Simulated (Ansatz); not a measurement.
Relaxation of C3H10Si (14 atoms, charge 0, multiplicity 1), to a largest force component of 0.02 eV/Å in at most 40 steps.

Theory: Ansatz, RKS B3LYP-D4/6-31G*.

```xyz
14
Properties=species:S:1:pos:R:3
Si -0.024 0.002 -2.881
H -0.982 -1.066 -2.611
H 1.217 -0.253 -2.153
H -0.587 1.283 -2.458
H 0.261 0.054 -4.312
C 0.206 0.285 2.394
C -0.032 -0.851 1.449
C -0.135 0.560 0.963
H -0.541 0.491 3.147
H 1.216 0.472 2.727
H -0.941 -1.424 1.556
H 0.815 -1.441 1.134
H 0.640 0.935 0.311
H -1.114 0.952 0.736
```

Where does it end, and by what steps?

The forces met the threshold. The force dipped under the threshold on the way, but the program's further checks kept it going. After 11 steps the energy has fallen by 0.063 eV; H11 moved furthest, 0.67 Å.

| step | energy less start (eV) | largest force component (eV/Å) | accepted |
| --- | --- | --- | --- |
| 0 | 0.0000 | 0.524 | yes |
| 1 | -0.0363 | 0.174 | yes |
| 2 | -0.0436 | 0.037 | yes |
| 3 | -0.0473 | 0.151 | yes |
| 4 | -0.0516 | 0.222 | yes |
| 5 | -0.0563 | 0.191 | yes |
| 6 | -0.0602 | 0.113 | yes |
| 7 | -0.0613 | 0.088 | yes |
| 8 | -0.0619 | 0.033 | yes |
| 9 | -0.0623 | 0.013 | yes |
| 10 | -0.0625 | 0.013 | yes |
| 11 | -0.0626 | 0.010 | yes |

```xyz
14
Properties=species:S:1:pos:R:3
Si -0.044 -0.147 -2.593
H -0.905 -1.220 -2.035
H 1.338 -0.283 -2.066
H -0.594 1.183 -2.231
H -0.012 -0.272 -4.075
C 0.115 0.144 2.308
C 0.017 -0.702 1.064
C -0.059 0.804 0.963
H -0.729 0.147 2.993
H 1.082 0.225 2.796
H -0.893 -1.272 0.901
H 0.917 -1.195 0.705
H 0.789 1.333 0.538
H -1.021 1.255 0.733
```

Time of the run: 43 s on 1 CPU thread of a shared host.
